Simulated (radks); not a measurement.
The numbers below are computed, except where a source is named.
Task: Spherical quantum dot in the effective-mass picture: electrons in a well V = -V0 / (1 + exp((r - R)/a)) with V0 = 2.44, R = 12.6, a = 1.4, with a point charge +1 (a donor) at the centre, all in effective atomic units (hartree* = m*/eps^2 hartree, bohr* = eps/m* bohr), one dielectric constant everywhere. Level of theory: non-relativistic Kohn-Sham, PBE, spin-polarised, spherical densities (a radial shooting solver with Libxc functionals). Levels are named by radial order and angular momentum (1s, 1p, 1d, 2s, ...), and open shells are averaged over m. Each electron was tried in the lowest free levels, single moves between levels near the top were tried too, and the lowest total energy was kept; such a search can miss a lower state. The series stops at N = 12: beyond it a trial failed or the search could not be trusted, so later rows were left out. Give the order in which the levels fill up to N = 12, the shell closures and the spin along the way.

Result: Shells are first occupied in the order 1s, 1p, 2s, 1d. Open shells at each N (closed shells left out): 1: 1s(up 1, down 0); 2: none; 3: 1p(up 1, down 0); 4: 1p(up 2, down 0); 5: 1p(up 3, down 0); 6: 1p(up 3, down 0) 2s(up 1, down 0); 7: 1p(up 3, down 1) 2s(up 1, down 0); 8: 1p(up 3, down 2) 2s(up 1, down 0); 9: 2s(up 1, down 0); 10: 1d(up 1, down 0) 2s(up 1, down 0); 11: 1d(up 2, down 0) 2s(up 1, down 0); 12: 1d(up 3, down 0) 2s(up 1, down 0). All shells are closed at N = 2 (there: 1s2). Largest 2S: 4, at N = 6, 12.
